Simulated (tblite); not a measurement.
Compound: C2H7B3O4.
Geometry (GFN2-xTB, Å), atoms numbered from 1 in this order:
```
atom  x, y, z in Å
C1    -2.2094    1.2706   -0.2979
O2    -2.2594   -0.0645    0.1363
C3    -1.2409   -0.8852   -0.4124
B4     0.2775   -0.5695    0.0013
O5     0.6304    0.4785    0.8005
B6     1.9313    0.6963    1.1266
O7     2.8961   -0.1324    0.6476
B8     2.5608   -1.1796   -0.1536
O9     1.2596   -1.3960   -0.4768
H10   -3.0671    1.7684    0.1511
H11   -2.2833    1.3321   -1.3921
H12   -1.2870    1.7638    0.0239
H13   -1.3261   -0.8849   -1.5129
H14   -1.4981   -1.8992   -0.0911
H15    2.2174    1.6019    1.8094
H16    3.3905   -1.8912   -0.5688
```

Calculated harmonic vibrations of the isolated species, GFN2-xTB (tblite), most abundant isotopes, no scaling. The method is semi-empirical: single wavenumbers can be off by several per cent or more. Modes of hydrogen on boron can be 10 to 20 % off. One conformer, not necessarily the lowest.

Harmonic wavenumbers (cm⁻¹): 32.1, 86.9, 125.9, 140.2, 223.8, 227.4, 306.6, 325.3, 403.7, 502.6, 525.3, 549.1, 683.0, 774.9, 790.6, 803.0, 844.9, 944.5, 955.6, 987.1, 1014.4, 1048.7, 1106.6, 1113.9, 1134.3, 1140.1, 1185.1, 1246.5, 1257.1, 1281.0, 1308.1, 1404.1, 1440.8, 1467.9, 1488.8, 2648.3, 2651.3, 2823.9, 2887.4, 2945.0, 2957.0, 3023.3.

A = 3965, B = 1030, C = 855.8 MHz; mass 128.062 u (most abundant isotopes); point group C1, symmetry number 1.

Problem. Zero-point energy?

Solution. Half the sum of the wavenumbers: 24403 cm⁻¹ = 69.77 kcal/mol.

Problem. What is S at 350 K and 1 bar for an ideal gas of classical rigid rotors and harmonic oscillators?

Solution. Translation 41.28, rotation 29.39, vibration 31.32: S = 102.0 cal/(mol K).

Problem. And Cp and H(350 K) − H(0)?

Solution. Cp = 40.05 cal/(mol K), of which vibrations give 32.10 (their classical limit is 42 R = 83.5); H(350 K) − H(0) = 8.44 kcal/mol without the zero-point energy, 5.66 from vibrations.

Problem. Which modes carry the vibrational entropy at 350 K?

Solution. 32.1 cm⁻¹: 6.01; 86.9 cm⁻¹: 4.04; 125.9 cm⁻¹: 3.32; 140.2 cm⁻¹: 3.11; 223.8 cm⁻¹: 2.22; 227.4 cm⁻¹: 2.19 cal/(mol K); the other 36 give 10.43 together.

Problem. What must be added to the electronic energy to get the Gibbs energy at 350 K and 1 bar?

Solution. ZPE + [H(350 K) − H(0)] − T·S = 69.77 + 8.44 − 35.70 = 42.51 kcal/mol.

Hindered rotation and anharmonicity are outside this model. Other conformers, if any are populated, would add a mixing term that is left out. The structure is chiral; the term R ln 2 for an equal mix with its mirror image is left out.
